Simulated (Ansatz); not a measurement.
Process, species as SMILES: [CH]=CC[SiH3] -> [CH-]=CC[SiH3] (an electron is taken up)
Each molecule is optimised on its own at B3LYP-D3(BJ)/def2-TZVP (Ansatz, a program for electronic structure), one conformer each, not searched for the lowest. Frequencies are from Ansatz. Markedly spin-contaminated UHF reference, which strains HF, MP2 and, less, CCSD(T): [CH]=CC[SiH3].

Wanted: adiabatic electron affinity (0 K, with B3LYP-D3(BJ) harmonic zero-point energies), positive where the reaction releases energy, in eV. Cores are frozen in the correlated levels unless marked. Open shells are spin-unrestricted. Spin-orbit coupling is left out. Non-relativistic. Anions need diffuse functions: aug- sets have them; def2-D sets add few; the other sets have none. CBS marks a two-point X^-3 extrapolation of the correlation energy; Hartree-Fock from the larger set.

CCSD(T)/CBS(aug-cc-pV(T+d)Z,aug-cc-pV(Q+d)Z) (Ansatz) gives 1.06 eV.

Question: Another calculation gave 0.93 eV. Which level was it?
A) B2PLYP/def2-TZVPD (Ansatz)
B) BHLYP/def2-TZVPD (Ansatz)
C) SVWN5/def2-TZVPD (Ansatz)
D) LC-wPBE/def2-TZVPD (Ansatz)

Answer: A, B2PLYP/def2-TZVPD (Ansatz). The others give 0.80 (LC-wPBE), 1.26 (SVWN5), 0.67 (BHLYP) eV.
